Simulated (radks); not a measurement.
The numbers below are computed, except where a source is named.
Problem. All-electron atom: the platinum ion Pt2+ in [Xe] 4f14 5d8. Level of theory: Dirac Kohn-Sham, B86b exchange with PBE correlation, spin-unpolarised, spherical densities, finite nucleus; open shells fill j = l - 1/2 first; Fermi nuclear charge, rms radius 5.427 fm (a radial shooting solver on a logarithmic mesh with Libxc functionals). Some entries of the table are withheld. Estimate them.

| orbital | occ. | eigenvalue (hartree) | <r^2> (bohr^2) | <1/r> (bohr^-1) |
|---|---|---|---|---|
| 1s1/2 | 2 | -2877.451 | (1) | 93.90 |
| 2s1/2 | 2 | -505.7569 | 0.006146 | 23.04 |
| 2p1/2 | 2 | -484.9046 | 0.004356 | 23.00 |
| 2p3/2 | 4 | -421.3602 | 0.005546 | 18.86 |
| 3s1/2 | 2 | -119.3746 | 0.03995 | 8.457 |
| 3p1/2 | 2 | -109.9822 | 0.03646 | 8.373 |
| 3p3/2 | 4 | -96.01373 | 0.04291 | 7.296 |
| 3d3/2 | 4 | -80.32389 | 0.03298 | 7.193 |
| 3d5/2 | 6 | -77.31320 | 0.03474 | 6.945 |
| 4s1/2 | 2 | -26.25123 | 0.1946 | 3.573 |
| 4p1/2 | 2 | -22.25980 | 0.1989 | (2) |
| 4p3/2 | 4 | -18.93385 | 0.2321 | (3) |
| 4d3/2 | 4 | -12.38494 | 0.2467 | 2.885 |
| 4d5/2 | 6 | -11.76639 | 0.2586 | 2.798 |
| 5s1/2 | 2 | -4.49308 | 1.019 | 1.434 |
| 4f5/2 | 6 | -3.40342 | 0.3200 | (4) |
| 4f7/2 | 8 | -3.27648 | 0.3293 | (5) |
| 5p1/2 | 2 | -3.21890 | 1.205 | 1.307 |
| 5p3/2 | 4 | -2.66794 | 1.445 | 1.171 |
| 5d3/2 | 4 | -0.98090 | 2.734 | 0.8563 |
| 5d5/2 | 4 | -0.92583 | 2.936 | 0.8245 |
| 6s1/2 | 0 | -0.81205 | 6.981 | 0.5108 |
| 6p1/2 | 0 | -0.56598 | 10.03 | 0.4220 |
| 6p3/2 | 0 | -0.51148 | 11.82 | 0.3858 |

Solution. 
(1) 1s1/2 <r^2> (bohr^2): 0.0004063
(2) 4p1/2 <1/r> (bohr^-1): 3.464
(3) 4p3/2 <1/r> (bohr^-1): 3.090
(4) 4f5/2 <1/r> (bohr^-1): 2.408
(5) 4f7/2 <1/r> (bohr^-1): 2.373
